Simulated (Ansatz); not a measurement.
Geometry optimisation, Ansatz 0.2.0, RKS CAM-B3LYP-D4/def2-SVP.

input.yaml

```yaml
crystal:
  periodic: [false, false, false]
  atoms:
    - { symbol: Al, position_ang: [0.088111, 0.465975, -0.490994] }
    - { symbol: O, position_ang: [-0.048424, 0.077989, 2.436809] }
    - { symbol: H, position_ang: [-0.979681, -0.071855, 2.64654] }
    - { symbol: F, position_ang: [1.46005, -0.136862, -1.176016] }
    - { symbol: F, position_ang: [-1.349427, -0.247128, -0.879305] }
    - { symbol: H, position_ang: [0.102381, 1.754828, 0.3902] }
    - { symbol: H, position_ang: [-0.034511, 1.004353, 2.098666] }
basis:
  gaussian: { orbitals: def2-SVP }
hamiltonian:
  xc: cam_b3lyp
  dispersion: d4
relax:
  f_tol: 0.03
  max_steps: 50
output:
  orbitals: {}
```

Launched with:

```bash
$ ansatz run input.yaml --threads 2 --pin off --max-ram 3072MiB --backend cpu --events-out ev --progress --plain --runs-dir out
```

**Question.** Where does it end, and by what steps?

**Answer.** The forces met the threshold. After 12 steps the energy has fallen by 1.084 eV; H3 moved furthest, 0.77 Å. Joined: Al1–O2 (2.96 → 1.97 Å).

```json
{"step": "0", "energy less start (eV)": "0.0000", "largest force component (eV/Å)": "0.907", "accepted": "yes"}
{"step": "1", "energy less start (eV)": "-0.1523", "largest force component (eV/Å)": "2.020", "accepted": "yes"}
{"step": "2", "energy less start (eV)": "-0.3708", "largest force component (eV/Å)": "2.448", "accepted": "yes"}
{"step": "3", "energy less start (eV)": "-0.7753", "largest force component (eV/Å)": "1.840", "accepted": "yes"}
{"step": "4", "energy less start (eV)": "-0.9410", "largest force component (eV/Å)": "1.308", "accepted": "yes"}
{"step": "5", "energy less start (eV)": "-1.0235", "largest force component (eV/Å)": "0.303", "accepted": "yes"}
{"step": "6", "energy less start (eV)": "-1.0545", "largest force component (eV/Å)": "0.270", "accepted": "yes"}
{"step": "7", "energy less start (eV)": "-1.0693", "largest force component (eV/Å)": "0.271", "accepted": "yes"}
{"step": "8", "energy less start (eV)": "-1.0784", "largest force component (eV/Å)": "0.087", "accepted": "yes"}
{"step": "9", "energy less start (eV)": "-1.0817", "largest force component (eV/Å)": "0.143", "accepted": "yes"}
{"step": "10", "energy less start (eV)": "-1.0831", "largest force component (eV/Å)": "0.112", "accepted": "yes"}
{"step": "11", "energy less start (eV)": "-1.0835", "largest force component (eV/Å)": "0.043", "accepted": "yes"}
{"step": "12", "energy less start (eV)": "-1.0836", "largest force component (eV/Å)": "0.004", "accepted": "yes"}
```

```xyz
7
Properties=species:S:1:pos:R:3
Al 0.053 0.557 -0.108
O -0.023 0.151 1.816
H -0.862 -0.329 1.926
F 1.386 -0.284 -0.639
F -1.415 -0.239 -0.296
H 0.083 2.129 -0.145
H 0.017 0.863 2.471
```

Run time: 20 s on 2 threads of Arm Neoverse V1, on a shared host, peak memory 0.18 GiB.
